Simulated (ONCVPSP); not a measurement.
Configuration tests for iron (ONCV)

* Element: iron (Fe)
* Generator: ONCVPSP 4.0.1
* Type: optimised norm-conserving Vanderbilt (ONCV)
* Functional: PBE
* Relativity: fully relativistic
* Frozen core: [Ne]
* Valence charge: 16
* Reference configuration: 3s2 3p6 3d6 4s1 4p1
* Partial waves: 3s+4s: rc 1.45 bohr, ncon 3, nbas 7, qcut 9.9 1/bohr, 2 projectors; 3p+4p: rc 1.30 bohr, ncon 4, nbas 7, qcut 9.5 1/bohr, 2 projectors; 3d: rc 1.05 bohr, ncon 5, nbas 10, qcut 12.7 1/bohr, 1 projector
* Local potential: polynomial inside 0.65 bohr (lpopt 5, dvloc0 0 Ha)
* Core correction: Teter function, fcfact 3, rcfact 1.15

Open shells are filled in proportion to 2j + 1.

Energies are relative to the spin-unpolarised reference configuration 3s2 3p6 3d6 4s1 4p1; without spin polarisation the order of configurations can differ from experiment.

```tsv
valence configuration	charge	ΔE all-electron (eV)	error AE − PS (meV)
3s2 3p6 3d6 4s1 4p0	+1	4.625	+0.2
3s2 3p6 3d6 4s0 4p0	+2	20.828	+1.4
3s2 3p6 3d7 4s1 4p0	0	-4.897	-0.2
```

Question: What are ΔE and the potential's error for 3s2 3p6 3d6 4s2 4p0?

Answer: ΔE = -4.105 eV all-electron; the error (AE − PS) is 0.0 meV.

Levels in the configuration 3s2 3p6 3d6 4s0 4p0:

```
   level  all-electron (eV)  pseudo (eV)
3s j=1/2           -112.449     -112.445
3p j=3/2            -77.992      -77.987
3p j=1/2            -79.529      -79.525
3d j=5/2            -25.653      -25.658
3d j=3/2            -25.811      -25.815
```
